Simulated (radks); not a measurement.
Al5+, 8 electrons, occupied as [He] 2s2 2p4. All-electron calculation, non-relativistic Kohn-Sham, TPSS, spin-polarised, spherical densities, point nucleus; open shells are filled with parallel spins first; meta-GGA in the generalised Kohn-Sham scheme. Program: a radial shooting solver on a logarithmic mesh with Libxc functionals. Some entries of the table are withheld. Estimate them.

| orbital | occ. | eigenvalue (eV) | <r^2> (bohr^2) |
|---|---|---|---|
| 1s up | 1 | (1) | (2) |
| 1s down | 1 | (3) | (4) |
| 2s up | 1 | -216.2298 | (5) |
| 2s down | 1 | -208.9635 | (6) |
| 2p up | 3 | -179.8787 | 0.3544 |
| 2p down | 1 | -171.8208 | 0.3687 |

Answer. 
(1) 1s up eigenvalue (eV): -1643.562
(2) 1s up <r^2> (bohr^2): 0.01948
(3) 1s down eigenvalue (eV): -1639.905
(4) 1s down <r^2> (bohr^2): 0.01939
(5) 2s up <r^2> (bohr^2): 0.4014
(6) 2s down <r^2> (bohr^2): 0.4114
